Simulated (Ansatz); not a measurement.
A structure relaxed at PBE-D4/def2-SVP in Ansatz, charge 1, singlet:

```tsv
atom	x (Å)	y (Å)	z (Å)
Ir1	0.959	-0.223	0.009
Al2	0.537	1.847	1.096
Al3	1.494	-2.434	0.821
Al4	-1.159	-1.667	0.180
Al5	-2.596	0.546	0.757
Al6	-1.019	0.520	-1.325
Al7	1.784	1.409	-1.538
```

(1) Give its formula.

(2) Summarise the bond lengths by kind (pairs closer than 1.2 times the sum of covalent radii, bridged metal pairs left out).

## Answers

(1) Al6Ir⁺.

(2) 5 × Al–Ir 2.38 to 2.57 Å; 4 × Al–Al 2.61 to 2.83 Å. The metal has 5 neighbours: Al 2.38 Å, Al 2.42 Å, Al 2.57 Å, Al 2.50 Å, Al 2.40 Å.

In the def2 sets Ir takes a core potential; there is no spin–orbit coupling. The restricted singlet is unstable towards broken spin symmetry in Hartree–Fock (as tested in another run); at PBE-D4/def2-SVP this wasn't settled. The structure comes from a short search, and lower isomers may exist.
